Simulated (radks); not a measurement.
The numbers below are computed, except where a source is named.
Q: Ionisation of the aluminium ion Al+, [Ne] 3s2, to Al2+, [Ne] 3s1, under several functionals. Scalar-relativistic Kohn-Sham, spin-polarised, spherical densities, finite nucleus; open shells are filled with parallel spins first; a radial shooting solver on a logarithmic mesh with Libxc functionals. Known Delta-SCF values: Wu-Cohen GGA 18.620 eV; PBEsol 18.668 eV; RPBE 18.774 eV. What does BP86 give, and what is its highest occupied eigenvalue?

A: 18.881 eV by Delta-SCF; the 3s eigenvalue is -14.941 eV. NIST: 18.829 eV (measured).
